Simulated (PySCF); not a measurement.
Cd(Me)2, SMILES [CH3][Cd][CH3], singlet at its B3LYP/def2-SVP optimised geometry (Å):

```
9

Cd     0.0001     0.0013     0.0000
C     -2.1365     0.0006    -0.0006
H     -2.5263    -1.0288     0.0439
H     -2.5265     0.4765    -0.9144
H     -2.5270     0.5538     0.8684
C      2.1367     0.0013     0.0000
H      2.5269    -0.4485     0.9268
H      2.5270     1.0288    -0.0742
H      2.5265    -0.5768    -0.8529
```

Computed with B3LYP/def2-TZVP, def2 effective core potentials past Kr (PySCF). The core electrons that the potentials of Cd replace are not part of the density. Cells within 0.4 Å of a nucleus heavier than hydrogen are left out (blank, or x).

Map of the log10 of the electron density (e/bohr³), floored at −4 on the plane z = 0.0 Å:

```
|0000000000000000000000000000000|
|0000000000000000000000000000000|
|0000000000000000000000000000000|
|0000000000000000000000000000000|
|0000000000000000000000000000000|
|0000000000000000000000000000000|
|0000000000000000000000000000000|
|0000000000000000000001110000000|
|0000000011111111111112222100000|
|0000011222222222222233333210000|
|0000123333333333333344554321000|
|0001234444444455544456665432100|
|0012345565555566655566776532100|
|0012345677666788876667776542100|
|00124567xx76689x98667xx76542100|
|00124567xx7778xxx8777xx76542100|
|00124567xx76689x98667xx76542100|
|0012456777666788876667765432100|
|0012356776655566655555655432100|
|0012345666544455544444444321000|
|0001234554433333333333333210000|
|0000123333322222222222221100000|
|0000012222111111111111100000000|
|0000001111000000000000000000000|
|0000000000000000000000000000000|
|0000000000000000000000000000000|
|0000000000000000000000000000000|
|0000000000000000000000000000000|
|0000000000000000000000000000000|
|0000000000000000000000000000000|
|0000000000000000000000000000000|
```
Scale: ten equal steps from -4.00 (start of '0') to 0.308 (end of '9'), in the order '0123456789'; x runs from -5.00 to 5.00, y from -5.00 (bottom) to 5.00 (top).
